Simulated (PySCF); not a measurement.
# Polarisability and C₆ of V²⁺ (vanadium, charge +2)

[Ar] 3d3, high-spin 4F determinant. All numbers are calculated (PySCF 2.14, the non-relativistic Hamiltonian (point nucleus), in aug-cc-pVTZ (8s7p5d3f2g, 93 functions)). Coupled (time-dependent) response in atomic units; α is the mean over directions.

```tsv
method	mean α (bohr³)	C₆ (like pair)	S(−4)
UHF	3.924	11.84	8.580
PBE	4.931	14.81	18.96
PBE0	4.546	13.68	14.38
```

S(−4) is the Cauchy moment in α(ω) = α(0) + S(−4) ω² + …

α(iu) at UHF:

```tsv
u (hartree)	α(iu) (bohr³)
0	3.924
0.0500	3.903
0.100	3.842
0.200	3.632
0.300	3.367
0.500	2.854
0.750	2.349
1.00	1.967
1.50	1.423
2.00	1.063
3.00	0.6427
5.00	0.3015
```

A single London oscillator, α(iu) = α/(1 + u²/ω²), gives C₆ = (3/4) ω α². Matching the computed C₆ needs ω = 4 × 11.84 / (3 × 3.924²) = 1.03 hartree.

For an ion, C₆ is the dispersion term alone; charge-induced terms of lower order in 1/R come first.
